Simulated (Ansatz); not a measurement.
Ansatz (a first-principles code) input (B3LYP/6-31G*):

Ansatz 0.2 input:
```yaml
crystal:
  periodic: [false, false, false]
  atoms:
    - {symbol: C, position_ang: [-1.16410710, -0.23205476, -0.04676135]}
    - {symbol: Si, position_ang: [0.47709793, 0.09510538, 0.01916468]}
    - {symbol: H, position_ang: [-2.21708318, -0.44195651, -0.08905866]}
    - {symbol: H, position_ang: [1.50241317, -0.96960803, 0.10449967]}
    - {symbol: H, position_ang: [1.01994162, 1.47241781, -0.00317848]}
basis:
  gaussian:
    orbitals: 6-31G*
hamiltonian:
  xc: {name: B3LYP}
magnetization: {spin_polarized: true, initial_magnetization: 1}
phonons: {temperatures: {t_min: 298.15, t_max: 298.15, t_step: 100}}
```

Output:

```
Functional definition: B3LYP
integrals: 0.01 GiB planned
439 factors; integrals over basis functions are off by at most 4.0e-4 eV
mean field: 0.12 GiB planned
mean field evaluation 1: about -8954.9406 eV, gradient 2.9e1 eV
mean field evaluation 2: about -8942.3925 eV, gradient 4.7e1 eV
mean field evaluation 4: about -8959.6014 eV, gradient 2.1e0 eV
mean field evaluation 8: about -8959.6429 eV, gradient 1.8e-1 eV
mean field evaluation 16: about -8959.6453 eV, gradient 1.1e-4 eV
mean field -8959.64526051 eV, -329.2608902581 hartree, gradient 5.7e-6 eV, S^2 0.776625; 1 other end points of the search recorded, 0 dependent functions left out
the calculation of the forces begins
reference -8959.64544875 eV, -329.2608971756 hartree; 12, 11 occupied and 28, 29 virtual orbitals, 439 factors
these checks for a lower state are left out or cut short: stability, starts, cluster_reference, orbital_swaps, neighbouring_geometries, increment
integrals: 0.01 GiB planned
439 factors; integrals over basis functions are off by at most 4.1e-4 eV
mean field: 0.12 GiB planned
mean field -8959.64517519 eV, -329.2608871225 hartree, gradient 1.9e-6 eV, S^2 0.776375; 0 other end points of the search recorded, 0 dependent functions left out
the calculation of the forces begins
reference -8959.64536344 eV, -329.2608940407 hartree; 12, 11 occupied and 28, 29 virtual orbitals, 439 factors
these checks for a lower state are left out or cut short: stability, starts, cluster_reference, orbital_swaps, neighbouring_geometries, increment
integrals: 0.01 GiB planned
439 factors; integrals over basis functions are off by at most 4.0e-4 eV
mean field: 0.12 GiB planned
mean field evaluation 32: about -8959.6452 eV, gradient 3.8e-5 eV
mean field -8959.64517670 eV, -329.2608871781 hartree, gradient 1.8e-6 eV, S^2 0.776880; 0 other end points of the search recorded, 0 dependent functions left out
the calculation of the forces begins
reference -8959.64536492 eV, -329.2608940949 hartree; 12, 11 occupied and 28, 29 virtual orbitals, 439 factors
these checks for a lower state are left out or cut short: stability, starts, cluster_reference, orbital_swaps, neighbouring_geometries, increment
integrals: 0.01 GiB planned
439 factors; integrals over basis functions are off by at most 4.0e-4 eV
mean field: 0.12 GiB planned
mean field -8959.64517801 eV, -329.2608872262 hartree, gradient 1.7e-6 eV, S^2 0.776909; 0 other end points of the search recorded, 0 dependent functions left out
the calculation of the forces begins
reference -8959.64536621 eV, -329.2608941426 hartree; 12, 11 occupied and 28, 29 virtual orbitals, 439 factors
these checks for a lower state are left out or cut short: stability, starts, cluster_reference, orbital_swaps, neighbouring_geometries, increment
integrals: 0.01 GiB planned
439 factors; integrals over basis functions are off by at most 4.1e-4 eV
mean field: 0.12 GiB planned
mean field -8959.64517408 eV, -329.2608870817 hartree, gradient 1.9e-6 eV, S^2 0.776346; 0 other end points of the search recorded, 0 dependent functions left out
the calculation of the forces begins
reference -8959.64536234 eV, -329.2608940003 hartree; 12, 11 occupied and 28, 29 virtual orbitals, 439 factors
these checks for a lower state are left out or cut short: stability, starts, cluster_reference, orbital_swaps, neighbouring_geometries, increment
integrals: 0.01 GiB planned
439 factors; integrals over basis functions are off by at most 4.0e-4 eV
mean field: 0.12 GiB planned
mean field -8959.64521905 eV, -329.2608887346 hartree, gradient 1.8e-6 eV, S^2 0.776617; 0 other end points of the search recorded, 0 dependent functions left out
the calculation of the forces begins
reference -8959.64540728 eV, -329.2608956516 hartree; 12, 11 occupied and 28, 29 virtual orbitals, 439 factors
these checks for a lower state are left out or cut short: stability, starts, cluster_reference, orbital_swaps, neighbouring_geometries, increment
integrals: 0.01 GiB planned
439 factors; integrals over basis functions are off by at most 4.0e-4 eV
mean field: 0.12 GiB planned
mean field -8959.64521904 eV, -329.2608887340 hartree, gradient 1.7e-6 eV, S^2 0.776634; 0 other end points of the search recorded, 0 dependent functions left out
the calculation of the forces begins
reference -8959.64540729 eV, -329.2608956520 hartree; 12, 11 occupied and 28, 29 virtual orbitals, 439 factors
these checks for a lower state are left out or cut short: stability, starts, cluster_reference, orbital_swaps, neighbouring_geometries, increment
integrals: 0.01 GiB planned
439 factors; integrals over basis functions are off by at most 4.0e-4 eV
mean field: 0.12 GiB planned
mean field evaluation 64: about -8959.6452 eV, gradient 7.6e-7 eV
mean field -8959.64522810 eV, -329.2608890669 hartree, gradient 8.0e-7 eV, S^2 0.776609; 0 other end points of the search recorded, 0 dependent functions left out
the calculation of the forces begins
reference -8959.64541636 eV, -329.2608959855 hartree; 12, 11 occupied and 28, 29 virtual orbitals, 439 factors
these checks for a lower state are left out or cut short: stability, starts, cluster_reference, orbital_swaps, neighbouring_geometries, increment
integrals: 0.01 GiB planned
439 factors; integrals over basis functions are off by at most 4.0e-4 eV
mean field: 0.12 GiB planned
mean field -8959.64523035 eV, -329.2608891497 hartree, gradient 7.0e-7 eV, S^2 0.776641; 0 other end points of the search recorded, 0 dependent functions left out
the calculation of the forces begins
reference -8959.64541855 eV, -329.2608960661 hartree; 12, 11 occupied and 28, 29 virtual orbitals, 439 factors
these checks for a lower state are left out or cut short: stability, starts, cluster_reference, orbital_swaps, neighbouring_geometries, increment
integrals: 0.01 GiB planned
439 factors; integrals over basis functions are off by at most 4.0e-4 eV
mean field: 0.12 GiB planned
mean field -8959.64524309 eV, -329.2608896179 hartree, gradient 1.0e-6 eV, S^2 0.776619; 0 other end points of the search recorded, 0 dependent functions left out
the calculation of the forces begins
reference -8959.64543129 eV, -329.2608965343 hartree; 12, 11 occupied and 28, 29 virtual orbitals, 439 factors
these checks for a lower state are left out or cut short: stability, starts, cluster_reference, orbital_swaps, neighbouring_geometries, increment
integrals: 0.01 GiB planned
439 factors; integrals over basis functions are off by at most 4.0e-4 eV
mean field: 0.12 GiB planned
mean field -8959.64524306 eV, -329.2608896168 hartree, gradient 1.0e-6 eV, S^2 0.776631; 0 other end points of the search recorded, 0 dependent functions left out
the calculation of the forces begins
reference -8959.64543133 eV, -329.2608965354 hartree; 12, 11 occupied and 28, 29 virtual orbitals, 439 factors
Total energy: -8959.64544875 eV, -329.2608971756 hartree
Atom 0 at    -1.164107    -0.232055    -0.046761 Å, force    -0.000446    -0.000089    -0.000018 eV/Å
Atom 1 at     0.477098     0.095105     0.019165 Å, force     0.001333     0.000266     0.000054 eV/Å
Atom 2 at    -2.217083    -0.441957    -0.089059 Å, force     0.000013     0.000003     0.000001 eV/Å
Atom 3 at     1.502413    -0.969608     0.104500 Å, force    -0.000469     0.000007    -0.000022 eV/Å
Atom 4 at     1.019942     1.472418    -0.003178 Å, force    -0.000431    -0.000186    -0.000014 eV/Å
Dipole moment:     0.079346     0.015817     0.003187 e Å
Vibrations: 200.14 304.27 609.54 681.08 960.66 1069.82 2273.32 2285.31 3370.58 cm⁻¹, zero-point energy 0.728699 eV
```

The blocks after the first are displaced geometries, from whose forces the wavenumbers follow.
